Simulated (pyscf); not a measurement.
[HN=Si–Cl]•, doublet

Gas-phase minimum from PySCF at ωB97X-D3(BJ)/def2-SVP, one conformer. Other isomers of [HN=Si–Cl]• were not searched in full and may lie lower. 

```xyz
4

N      0.4307    -0.8531    -0.6016
Si    -0.1250     0.3809    -1.4732
Cl    -0.3735     2.1338    -0.3998
H      0.6483    -1.8151    -0.8474
```
Charge 0, spin multiplicity 2.

Bond lengths (Å): N1–Si2 1.610, N1–H4 1.017, Si2–Cl3 2.070. Bond angles (°): Si2–N1–H4 131.9, N1–Si2–Cl3 114.2.

Properties at ωB97X-D3(BJ)/def2-SVP:

```yaml
harmonic_wavenumbers_unscaled: 227, 491, 498, 596, 1033, 3676 cm⁻¹
zero_point_energy: 9.3 kcal/mol
rotational_symmetry_number: 1
Entropy of this conformer at 298 K and 1 atm, rigid rotor and harmonic oscillator, modes under 100 cm⁻¹ raised to 100: 285.0 J/(mol K)
dipole_moment: 1.78 D
Spin expectation value S2: 0.763
```

Single-point totals, which compare only within one level (frozen core for MP2 and CC):

```csv
level,total energy (hartree)
ωB97X-D3(BJ)/def2-TZVP,-805.11038
PBE/def2-TZVP,-804.68728
r²SCAN/def2-TZVP,-804.99695
B3LYP-D3(BJ)/def2-TZVP,-805.12171
PBE0-D3(BJ)/def2-TZVP,-804.74501
M06-2X/def2-TZVP,-805.01910
ωB97M-D3(BJ)/def2-TZVP,-805.18494
UHF/def2-TZVPP,-803.49995
MP2/def2-TZVPP,-803.97065
CCSD/def2-TZVPP,-804.01106
CCSD(T)/def2-TZVPP,-804.03644
```

The CCSD(T) − MP2 part came from Ansatz, without density fitting, on the same reference. An open-shell T1 diagnostic exceeds 0.045.
